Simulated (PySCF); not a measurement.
These 2 structures share the formula C7H12Se. Method used: PBE0-D3(BJ)/def2-SVP geometry optimisation, gas phase in PySCF. One conformer each; no zero-point energy, no entropy. No frequencies were run at this level. Point groups hold within 0.08 Å.

Question: Rank from lowest to highest electronic energy at this level (kcal/mol).
A. `[CH2:1]1[CH2:2][CH:3]([C@@H:4]2[CH2:5][CH2:6][Se:7]2)[CH2:8]1` with C2–C3–C4–C5 163°, C8–C1–C2–C3 18°, C1–C2–C3–C4 -143°, C3–C4–C5–C6 -143°, C4–C5–C6–Se7 21°
B. `[CH2:1]=[C:2]([Se:3][CH3:4])[CH:5]1[CH2:6][CH2:7][CH2:8]1` with C1–C2–Se3–C4 3°, C1–C2–C5–C6 131°

Answer: A (0.0), B (9.7).

As drawn, the higher has a C=C bond outside aromatic rings, which the lower lacks.

| SMILES | E (Eh) | E rel (kcal/mol) | dipole (D) | point group | A, B, C (MHz) |
| --- | --- | --- | --- | --- | --- |
| C1CC([C@@H]2CC[Se]2)C1 | -2674.39646 | 0.0 | 1.75 | C1 | 2718, 948.8, 814.9 |
| C=C([Se]C)C1CCC1 | -2674.38104 | 9.7 | 0.69 | near Cs | 2592, 1017, 832.3 |
